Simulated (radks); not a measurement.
Task: All-electron atom: Ga in [Ar] 3d10 4s1.5 4p1.5 (fractional occupations, a model configuration). All-electron calculation, Dirac Kohn-Sham, PBE, spin-unpolarised, spherical densities, finite nucleus; open shells are shared between the two j in proportion to 2j + 1; Fermi nuclear charge, rms radius 3.9973 fm. Program: a radial shooting solver on a logarithmic mesh with Libxc functionals. Some entries of the table are withheld. Estimate them.

| orbital | occ. | eigenvalue (eV) | <1/r> (bohr^-1) | r(max) (bohr) |
|---|---|---|---|---|
| 1s1/2 | 2 | -10227.94 | 31.30 | 0.03178 |
| 2s1/2 | 2 | -1262.782 | 6.884 | 0.1825 |
| 2p1/2 | 2 | -1117.943 | 6.844 | 0.1445 |
| 2p3/2 | 4 | -1090.289 | 6.669 | 0.1474 |
| 3s1/2 | 2 | -149.0735 | 2.192 | 0.5646 |
| 3p1/2 | 2 | -102.2681 | (1) | 0.5614 |
| 3p3/2 | 4 | -98.6430 | (2) | 0.5697 |
| 3d3/2 | 4 | -20.3968 | 1.658 | 0.5318 |
| 3d5/2 | 6 | -19.9346 | 1.646 | 0.5347 |
| 4s1/2 | 1.5 | (3) | 0.5653 | 1.881 |
| 4p1/2 | 0.5 | (4) | 0.4012 | 2.463 |
| 4p3/2 | 1 | (5) | 0.3931 | 2.510 |

Result: 
(1) 3p1/2 <1/r> (bohr^-1): 2.061
(2) 3p3/2 <1/r> (bohr^-1): 2.019
(3) 4s1/2 eigenvalue (eV): -9.5187
(4) 4p1/2 eigenvalue (eV): -3.0632
(5) 4p3/2 eigenvalue (eV): -2.9382
